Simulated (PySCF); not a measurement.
Rigid-rotor lines calculated for a species of formula C2H9GeNSi (commonest isotopes; PBE0-D3(BJ)/def2-SVP geometry optimisation, gas phase in PySCF 2.14.0), labelled J(Ka,Kc):

| transition | MHz |
| --- | --- |
| 1(0,1) ← 0(0,0) | 2165.5 |
| 2(1,1) ← 1(1,0) | 4415.8 |
| 2(0,2) ← 1(0,1) | 4330.1 |
| 2(1,2) ← 1(1,1) | 4246.4 |
| 1(1,1) ← 0(0,0) | 7895.8 |

Find the rotational constants.

1(0,1) ← 0(0,0) is B + C, 2(1,1) ← 1(1,0) is 3B + C and 2(1,2) ← 1(1,1) is B + 3C, so B − C is half the difference of the last two, 84.7 MHz. 1(1,1) ← 0(0,0) is A + C. A = 6855.4, B = 1125.1, C = 1040.4 MHz.

What moments of inertia, asymmetry and inertial defect follow?

I = 505379 MHz·u·Å² over each constant: Ia = 73.72, Ib = 449.18, Ic = 485.75 u·Å²; κ = (2B − A − C)/(A − C) = -0.971 (near-prolate asymmetric top); Δ = Ic − Ia − Ib = -37.15 u·Å².

Which dipole components do these lines need?

μa and μb (a-type: ΔKa even, ΔKc odd; b-type: both odd). The calculation gives |μa| = 1.25 D, |μb| = 0.60 D, |μc| = 0.59 D.

Predict further lines from these constants: 3(2,2) ← 2(1,2); 4(2,3) ← 4(1,4); 4(3,1) ← 4(2,2); 2(2,1) ← 2(1,2); 4(3,1) ← 3(2,1); 4(2,2) ← 4(1,3); 1(1,0) ← 1(0,1); 3(3,1) ← 2(2,1); 4(2,3) ← 3(2,2); 3(3,1) ← 2(2,0).

```tsv
transition	MHz	type	branch
1(1,0) ← 1(0,1)	5815	b	Q
4(2,3) ← 3(2,2)	8661	a	R
4(2,2) ← 4(1,3)	16910	b	Q
2(2,1) ← 2(1,2)	17445	b	Q
4(2,3) ← 4(1,4)	17743	b	Q
3(2,2) ← 2(1,2)	23942	c	R
4(3,1) ← 4(2,2)	28852	b	Q
3(3,1) ← 2(2,0)	35359	b	R
3(3,1) ← 2(2,1)	35360	c	R
4(3,1) ← 3(2,1)	37523	c	R
```

Which structure gave them?

`C=[CH][GeH2][NH][SiH3]`, point group C1. Three constants can't fix a structure by themselves; this is the one that was computed:
```xyz
14
C2H9GeNSi angstrom
C     -2.796    0.235    0.555
C     -1.504    0.299    0.892
Ge    -0.164    1.089   -0.267
N      1.109   -0.152   -0.745
Si     2.772   -0.236   -0.264
H     -3.547   -0.220    1.211
H     -3.166    0.639   -0.395
H     -1.181   -0.123    1.852
H     -0.893    1.611   -1.525
H      0.613    2.218    0.433
H      0.735   -0.960   -1.235
H      3.631   -0.690   -1.403
H      3.039   -1.176    0.876
H      3.190    1.132    0.168
```

The values belong to one conformer (point group C1) with, in the numbering `[CH2:1]=[CH:2][GeH2:3][NH:4][SiH3:5]`, C1–C2–Ge3–N4 -119°, C2–Ge3–N4–Si5 -110°. PBE0-D3(BJ)/def2-SVP frequencies: not computed here. Constants of a rigid frame at the computed geometry: no zero-point averaging, no centrifugal distortion. A rigid rotor knows nothing of internal rotation, which can split or shift real lines. Quadrupole hyperfine structure (14N) is left out.
